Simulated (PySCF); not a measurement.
BrH, SMILES Br (connectivity only; charge and spin as stated), charge +1, multiplicity 2.

Geometry optimised at B3LYP-D3(BJ)/def2-TZVPD. The spin state was assumed, not searched.

Two levels are set side by side: PBE/def2-TZVPD (PySCF) and ωB97X/def2-TZVPD (PySCF). Same geometry, gas phase. Differences are taken from unrounded values.

| quantity | PBE |
|---|---|
| α-spin orbital gap (eV) | 7.27 |
| β-spin orbital gap (eV) | 0.24 |

Q: These are the PBE values. What does ωB97X give? (Estimate from the structure and the level; the computed values follow.)

A: 
| quantity | ωB97X | PBE minus ωB97X |
|---|---|---|
| α-spin orbital gap (eV) | 14.59 | -7.32 |
| β-spin orbital gap (eV) | 7.58 | -7.34 |

Rough cost on one machine, each run with all the roots and properties that it gave: ωB97X against PBE within a factor of 2.
